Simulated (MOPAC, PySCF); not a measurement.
H2ClIn, SMILES `[Cl][InH2]`, neutral singlet in the gas phase. 

Z-matrix (Å, degrees):
```
In
H 1 1.7098
H 1 1.7098 2 135.57
Cl 1 2.3670 2 112.21 3 180.00
```
Charge 0, multiplicity 1.

All levels are single points at this geometry (B3LYP-D3(BJ)/def2-TZVP); Pople sets use spherical d functions. Orbital energies aren't observables, and empty levels follow the basis.

| level | HOMO (eV) | LUMO (eV) | gap (eV) | dipole (D) | vertical IE, Delta-SCF (eV) |
|---|---|---|---|---|---|
| PBE-D3(BJ)/def2-TZVP in PySCF | -6.87 | -2.72 | 4.15 | 2.79 | 10.11 |
| TPSSh-D3(BJ)/def2-TZVP in PySCF | -7.52 | -2.27 | 5.24 | 2.91 | 10.31 |
| B3LYP/6-311+G** (LANL2DZ on In) in PySCF | -8.02 | -2.22 | 5.80 | 3.50 | – |
| B3LYP/6-31G* (LANL2DZ on In) in PySCF | -7.95 | -2.25 | 5.70 | 3.34 | 10.58 |
| BP86/6-31G* (LANL2DZ on In) in PySCF | -7.01 | -2.84 | 4.17 | 3.14 | – |
| M06-2X/6-31G* (LANL2DZ on In) in PySCF | -9.48 | -1.59 | 7.89 | 3.49 | – |
| SVWN5/6-31G* (LANL2DZ on In) in PySCF | -6.96 | -2.87 | 4.09 | 3.18 | 10.37 |
| PM3 in MOPAC | -10.70 | -3.13 | 7.57 | 0.74 | – |
| PM6 in MOPAC | -10.67 | 0.54 | 11.21 | 4.36 | – |
